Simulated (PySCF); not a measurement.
Vertical excitations of a molecule CH12Si5 from PySCF with TDA-PBE/def2-SVPD, as energy in eV (oscillator strength): 5.07 (0.002), 5.26 (0.020), 5.40 (0.034), 5.42 (0.009), 5.43 (0.023), 5.60 (0.033). Lowest triplet (TDA): 4.62 eV. Geometry optimised at B3LYP-D3(BJ)/def2-SVP. One conformer was computed; it need not be the lowest.

Question: Pick the molecule that these values belong to.
(A) [SiH3][SiH2][SiH]1[SiH2]C[SiH2]1
(B) [SiH3]C1[SiH2][SiH2][SiH2][SiH2]1
(C) [SiH3][Si]1([SiH3])[SiH2]C[SiH2]1
(D) C[Si@H]1[SiH2][Si@@H]([SiH3])[SiH2]1

Answer: C, [SiH3][Si]1([SiH3])[SiH2]C[SiH2]1
